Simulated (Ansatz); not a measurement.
`[NH2][Al]([SiH3])[CH2][SiH3]` and `NB([SiH3])C[SiH3]` differ in one element.

Ansatz, PBE0-D4/def2-TZVP geometries, multiplicity 1. Each molecule was computed in one conformer, which needn't be the lowest.

```
                                      property  `[NH2][Al]([SiH3])[CH2][SiH3]`
size of the dipole moment (PBE/def2-TZVPP) / D                            1.15
         LUMO energy (ωB97M-V/def2-TZVPP) / eV                            0.71
             HOMO energy (PBE/def2-TZVPP) / eV                           -6.22
         HOMO energy (ωB97M-V/def2-TZVPP) / eV                           -9.35
            LUMO energy (PBE0/def2-TZVPP) / eV                           -0.95
             LUMO energy (PBE/def2-TZVPP) / eV                           -1.70
```

(1) Give the same properties after the change, and the shifts. (Estimate.)

Results:

(1) Ansatz gave: 
```csv
property,`NB([SiH3])C[SiH3]`,shift
size of the dipole moment (PBE/def2-TZVPP) / D,2.40,1.25
LUMO energy (ωB97M-V/def2-TZVPP) / eV,1.48,0.77
HOMO energy (PBE/def2-TZVPP) / eV,-6.55,-0.33
HOMO energy (ωB97M-V/def2-TZVPP) / eV,-9.89,-0.54
LUMO energy (PBE0/def2-TZVPP) / eV,-0.42,0.53
LUMO energy (PBE/def2-TZVPP) / eV,-1.33,0.37
```

With PBE0 the HOMO falls by 0.41 eV and the LUMO rises by 0.53 eV, so the gap widens by about 0.94 eV. PBE moves the HOMO by -0.33 eV and ωB97M-V by -0.54 eV. Dipoles are sizes alone; their direction can turn.
